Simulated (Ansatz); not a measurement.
Cost and result for the atomization energy of C₂H₅AlFGa (`F/[C]([GaH2])=[CH]/[AlH2]`) (10 atoms, 9 bonds).

Cartesian coordinates in Å:
```
F 0.783 -0.290 -2.600
C 0.396 -0.171 -1.310
Ga 0.169 -1.672 -0.123
C 0.136 1.006 -0.736
Al -0.419 0.960 1.169
H -0.301 -0.942 1.273
H 0.283 -3.217 -0.073
H 0.247 1.900 -1.355
H -1.970 1.110 1.490
H 0.677 1.315 2.265
```

The species carries charge 0 and has multiplicity 1. Correlated methods include outer-core shells of Ga, which these sets cover unevenly. Scalar relativity is left out up to krypton. The structure was optimised at the PBE0-D4/def2-TZVP level. Program: Ansatz. All runs use 4 threads of an Intel Xeon 6975P-C on a shared host. Times are those of one run each, without the atoms' runs, and a repeat can differ threefold. Electronic energies, without spin–orbit coupling; frozen cores. CCSD(T)/CBS adds CCSD(T) − MP2 in def2-TZVPP to the MP2 limit, and its time is that of the two runs behind it. T1 = 0.014. With those shells the extrapolation isn't a true limit. HSE06 is the plane-wave form, built on full-range PBE exchange.

CCSD(T)/CBS is a level of theory with its own doubt, some kJ/mol a heavy atom from the limit and from the frozen cores, so smaller differences don't rank the functionals.

```
                          level  functions  wall time  atomization (kcal/mol)  difference from CCSD(T)/CBS  per bond
           revPBE-D4/def2-TZVPP        253      1.2 s                   761.5                         -7.1      -0.8
             BLYP-D4/def2-TZVPP        253      1.2 s                   761.8                         -6.8      -0.7
PBE-D4/def2-TZVPP (with forces)        253      1.5 s                   781.4                         12.8       1.4
             PBE0-D4/def2-TZVPP        253        2 s                   767.2                         -1.4      -0.2
            BHLYP-D4/def2-TZVPP        253      2.1 s                   741.7                        -26.9      -3.0
            HSE06-D4/def2-TZVPP        253      2.2 s                   767.7                         -0.9      -0.1
        CAM-B3LYP-D4/def2-TZVPP        253      2.5 s                   768.8                          0.2       0.0
               CCSD(T)/def2-SVP        117      3.7 s                   729.2                        -39.4      -4.4
              B97M-V/def2-TZVPP        253      4.1 s                   779.5                         10.9       1.2
             ωB97X-V/def2-TZVPP        253      4.4 s                   771.3                          2.7       0.3
                 MP2/def2-QZVPP        480       15 s                   774.4                          5.8       0.6
             CCSD(T)/def2-TZVPP        253       49 s                   751.4                        -17.2      -1.9
              CCSD(T)/CBS(def2)          –       63 s                   768.6                          0.0       0.0
```

From r2SCAN to r2SCAN0 (25 % exact exchange), in def2-TZVPP and without D4, the atomization energy moves by −14.9 kcal/mol: exact exchange takes away binding that semilocal exchange gives to molecules. At CCSD(T), def2-SVP lies −39.3 kcal/mol from the extrapolated value and def2-TZVPP −17.2 kcal/mol: correlation converges slowly with the basis, and small sets miss more of it in the bonded molecule than in its fragments. In def2-TZVPP, CCSD(T) changes the Hartree–Fock value by +197.9 kcal/mol (the triples alone add +13.5 kcal/mol) and MP2 by +210.7 kcal/mol; breaking electron pairs costs correlation energy, which Hartree–Fock lacks.
